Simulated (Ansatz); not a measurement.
`C[Si](C)(C)C#Cc1ccc(-c2ccc(-c3ccc(C#C[Si](C)(C)C)s3)s2)s1`, 51 atoms. Hardware: 2 threads of AMD EPYC 7R13 on a shared host and a share (18 GiB) of an NVIDIA H100 80GB HBM3.

Single mean-field runs in def2-SVP, def2-TZVP are fitted with def2-universal-jkfit.

(1) How many basis functions does each of these Ansatz runs have, and roughly what does it cost? PBE0-D4/def2-TZVP, charge 0 triplet at the geometry of the charge 0 singlet, energy; PBE0-D4/def2-TZVP, charge -1 doublet at the geometry of the charge 0 singlet, energy; PBE0-D4/def2-TZVP, charge 0 singlet, energy and forces, from earlier orbitals; PBE0-D4/def2-SVP, charge 0 singlet, energy, from earlier orbitals; PBE0-D4/def2-TZVP, charge 1 doublet at the geometry of the charge 0 singlet, energy; r2SCAN-D4/def2-TZVP, charge 0 singlet, energy and forces, from earlier orbitals; PBE-D4/def2-TZVP, charge 1 doublet at the geometry of the charge 0 singlet, energy, from earlier orbitals; PBE-D4/def2-TZVP, charge -1 doublet at the geometry of the charge 0 singlet, energy, from earlier orbitals; PBE-D4/def2-TZVP, charge 0 singlet, energy, from earlier orbitals; PBE-D4/def2-SVP, charge 0 singlet, relaxation, 6 steps; PBE-D4/def2-SVP, charge 0 singlet, energy, from earlier orbitals; PBE-D4/def2-TZVP, charge 0 triplet at the geometry of the charge 0 singlet, energy, from earlier orbitals.

Answers

(1) Other jobs shared the machine, so times can vary by a factor of up to 3.

| run | functions | fitting or Cholesky vectors | wall time | peak host memory (GiB) |
| --- | --- | --- | --- | --- |
| PBE-D4/def2-SVP, charge 0 singlet, energy, from earlier orbitals | 518 | 2722 | 10 s | 0.99 |
| PBE0-D4/def2-SVP, charge 0 singlet, energy, from earlier orbitals | 518 | 2722 | 11 s | 0.99 |
| PBE-D4/def2-TZVP, charge -1 doublet at the geometry of the charge 0 singlet, energy, from earlier orbitals | 1011 | 2722 | 12 s | 1.4 |
| PBE0-D4/def2-TZVP, charge 0 singlet, energy and forces, from earlier orbitals | 1011 | 2722 | 13 s | 1.6 |
| PBE-D4/def2-TZVP, charge 1 doublet at the geometry of the charge 0 singlet, energy, from earlier orbitals | 1011 | 2722 | 14 s | 1.4 |
| r2SCAN-D4/def2-TZVP, charge 0 singlet, energy and forces, from earlier orbitals | 1011 | 2722 | 15 s | 1.2 |
| PBE-D4/def2-TZVP, charge 0 triplet at the geometry of the charge 0 singlet, energy, from earlier orbitals | 1011 | 2722 | 15 s | 1.4 |
| PBE-D4/def2-TZVP, charge 0 singlet, energy, from earlier orbitals | 1011 | 2722 | 17 s | 1.1 |
| PBE0-D4/def2-TZVP, charge -1 doublet at the geometry of the charge 0 singlet, energy | 1011 | 2722 | 19 s | 1.6 |
| PBE0-D4/def2-TZVP, charge 1 doublet at the geometry of the charge 0 singlet, energy | 1011 | 2722 | 22 s | 1.6 |
| PBE-D4/def2-SVP, charge 0 singlet, relaxation, 6 steps | 518 | 2722 | 25 s | 1.1 |
| PBE0-D4/def2-TZVP, charge 0 triplet at the geometry of the charge 0 singlet, energy | 1011 | 2722 | 26 s | 1.8 |
